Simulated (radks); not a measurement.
Results of a calculation; reference values are marked as such.
Lu2+, configuration [Xe] 4f14 6s1. Code: a radial shooting solver on a logarithmic mesh with Libxc functionals. Model: scalar-relativistic Kohn-Sham, LDA (Slater exchange, VWN5 correlation), spin-polarised, spherical densities, finite nucleus; open shells are filled with parallel spins first (spin-orbit coupling, left out, can overturn this in heavy ions); Fermi nuclear charge, rms radius 5.37 fm.

Normalised radial functions P(r) = r R(r), r in bohr:

r	5s up	4f down
0.003736	0.1368	0.0000
0.005063	0.1576	0.0000
0.006807	0.1722	0.0000
0.009226	0.1742	0.0000
0.0125	0.1532	0.0001
0.01695	0.0982	0.0004
0.02278	0.0061	0.0012
0.03088	-0.1188	0.0035
0.04185	-0.2359	0.0098
0.05671	-0.2726	0.0260
0.07686	-0.1522	0.0643
0.1033	0.1128	0.1432
0.14	0.3669	0.2941
0.1898	0.3183	0.5327
0.2572	-0.1214	0.8316
0.3458	-0.5463	1.0883
0.4687	-0.4134	1.1938
0.6352	0.3046	1.0914
0.8609	0.9664	0.8463
1.167	1.0538	0.5641
1.569	0.6901	0.3287
2.126	0.2787	0.1589
2.881	0.0658	0.0612
3.905	0.0079	0.0172
5.25	0.0004	0.0032
7.115	0.0000	0.0003
9.643	0.0000	0.0000

5s up: eigenvalue -78.691 eV, 4 radial nodes at r = 0.0232, 0.0922, 0.240, 0.567 bohr, <r> = 1.17 bohr, 90 % of the charge inside 1.69 bohr. 4f down: eigenvalue -27.201 eV, 0 radial nodes, <r> = 0.718 bohr, 90 % of the charge inside 1.23 bohr.
